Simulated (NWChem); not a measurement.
System: BAsH$_{4}$; SMILES [AsH2]B

All runs: NWChem. Medium grid unless said otherwise, to which SCAN and Minnesota functionals are sensitive. Structure relaxed at the PBE0/def2-SVP level. Hybrids' shares of exact exchange are those that their runs print; pure functionals count as 0. The functionals differ in more than this share.

```csv
row,share of exact exchange,highest occupied level (eV)
PBE/def2-TZVP,0.00,-6.41
r2SCAN/def2-TZVP,0.00,-6.64
TPSSh/def2-TZVP,0.10,-6.87
B3LYP/def2-TZVP,0.20,-7.22
MPW1K/def2-TZVP,0.43,-8.18
BHandHLYP/def2-TZVP,0.50,withheld
```

### Question
Fit a straight line of the last column on the one before it, predict the withheld value, and compare with the run.

### Answer

1. Means of the 5 shown rows: x = 0.146, y = -7.064. Slope Σ(x − x̄)(y − ȳ)/Σ(x − x̄)² = -0.4917/0.1283 = -3.832; intercept -6.505.
2. The shown rows scatter about the line by 0.079 (root mean square); the largest residual is -0.13, at r2SCAN/def2-TZVP.
3. At x = 0.50 (BHandHLYP/def2-TZVP; beyond the shown range) the line gives -8.42.
4. The run gives -8.30, +0.12 from the line, 1.5 times the scatter.
